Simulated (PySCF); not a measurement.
## S⁺: excitation energy

S⁺ [Ne] 3s2 3p3 (4S) → S⁺ [Ne] 3s1 3p4 (4P), as a difference of total energies. Computed with PySCF 2.14 in aug-cc-pCVTZ-DK (8s7p5d3f, 75 functions), with scalar relativity by spin-free X2C-1e. Correlated levels: valence: [Ne] frozen. The calculations carry no spin-orbit coupling.

```
           method  excitation energy (cm⁻¹)  error (cm⁻¹)
              UHF                     84869         +5259
    MP2 (valence)                     84923         +5313
SCS-MP2 (valence)                     84953         +5343
   CCSD (valence)                     80851         +1240
CCSD(T) (valence)                     79793          +183
```

Reference: 79610 cm⁻¹ (measured; NIST levels, between the centres of gravity of the two terms).

Errors of the correlated levels include the incompleteness of this basis and the frozen core.

The coupled-cluster amplitudes are large for the upper state (T1 above 0.03 or a double amplitude above 0.15), so a single reference is strained.
